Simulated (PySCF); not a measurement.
Sn²⁺ (tin, charge +2) across methods

[Kr] 4d9 5s2 6s1, 6s spin antiparallel (an excited configuration). All numbers are calculated (PySCF 2.14, scalar relativity by spin-free X2C-1e, in aug-cc-pwCVTZ-DK3 with one added diffuse shell each of s, p, d, f type (11s10p8d5f1g, 125 functions)).

```csv
method,E (hartree),mean ε 5s α (eV),mean ε 5s β (eV),mean ε 6s β (eV),Σ⟨r²⟩ (bohr²),⟨S²⟩
TPSSh,-6173.85,-32.145,-31.928,-12.045,55.03,1.000
UHF,-6171.41610,-34.975,-34.970,-13.020,57.12,1.002
r2SCAN,-6174.08,-32.126,-31.697,-11.856,55.06,1.001
PBE0,-6173.76,-32.892,-32.768,-12.305,55.14,1.001
PBE,-6173.69,-31.891,-31.735,-11.904,54.81,1.000
```

The outer electron is Rydberg-like, and this basis confines it to a smaller radius and binds it less than a complete one would. With the s spin flipped the determinant is a mixture of two multiplicities, not a spectroscopic state.
